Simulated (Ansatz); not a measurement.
Isomers of C2H3BO, relaxed with PBE0-D4/def2-TZVP in Ansatz; electronic energies, one conformer each and not always the lowest. Functionals use def2-TZVPP; CBS adds triple-zeta CCSD(T) − MP2 to the MP2 limit of def2-TZVPP and def2-QZVPP.

(1) Order them by energy at frozen-core CCSD(T)/CBS, lowest first. (Estimate.)
A. `BC=C=O`
B. `B1C=CO1`
C. `OC1=CB1`
D. `C#CBO`

(2) How do B3LYP-D4, HF/CBS(def2), MP2/CBS(def2), PBE-D4 place them (kcal/mol, against `C#CBO`)? (Estimate.)

Results:

(1) D (0.0 kcal/mol), A (17.1 kcal/mol), B (24.4 kcal/mol), C (35.4 kcal/mol).

(2) The calculation gave: 
| isomer | B3LYP-D4 | HF/CBS(def2) | MP2/CBS(def2) | PBE-D4 |
| --- | --- | --- | --- | --- |
| `B1C=CO1` | 24.8 | 28.0 | 25.3 | 18.1 |
| `BC=C=O` | 10.8 | 13.7 | 17.6 | 6.8 |
| `OC1=CB1` | 32.9 | 35.6 | 35.6 | 26.5 |

B3LYP here is the variant with VWN-RPA as its local correlation; programs differ in this.
